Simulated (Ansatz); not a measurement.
Isolated molecules relaxed with PBE0-D4/def2-TZVP in Ansatz; ΔE leaves out vibrations. CBS: MP2 limit from def2 TZ/QZ plus the TZ coupled-cluster correction, frozen cores. This one scheme is used for every species. Functionals use def2-TZVPP. B3LYP here is the variant with VWN-RPA as its local correlation; programs differ in this. def2 core potentials past Kr. For Zr outer-core shells are correlated without core-valence functions, which leaves a few kJ/mol of doubt a bond. Each species was taken in one conformer, which may not be the lowest.

`C[NH][Zr]([F])([F])[F]` + HCl → `[F][Zr]([F])([F])[Cl]` + CH₃NH₂  (ligand exchange at a Zr–N bond)

CCSD(T)/CBS gives -88.5 kJ/mol.

Problem. Another level gave -96.1 kJ/mol. Which?
A. LDA (SPW92)/def2-TZVPP
B. r2SCAN/def2-TZVPP
C. B97M-V/def2-TZVPP
D. B3LYP-D4/def2-TZVPP

Solution. B. r2SCAN -96.1, B3LYP-D4 -89.2, B97M-V -100.7, LDA (SPW92) -84.5 kJ/mol.

Largest T1 diagnostic among the species: 0.017.

The D4 term adds +4.8 kJ/mol with B3LYP and +2.8 kJ/mol with PBE0; it sums over pairs of atoms, weighted by their polarisabilities, and B3LYP, whose exchange is more repulsive, gets the larger term. In def2-TZVPP, CCSD(T) changes the Hartree–Fock value by +21.4 kJ/mol (the triples alone add +1.0 kJ/mol) and MP2 by +20.8 kJ/mol. From BLYP to BHLYP (50 % exact exchange), in def2-TZVPP and without D4, ΔE moves by −6.4 kJ/mol.

CCSD(T)/CBS has its own doubt, a few kJ/mol and more with outer-core shells, so smaller differences from it don't rank the levels.
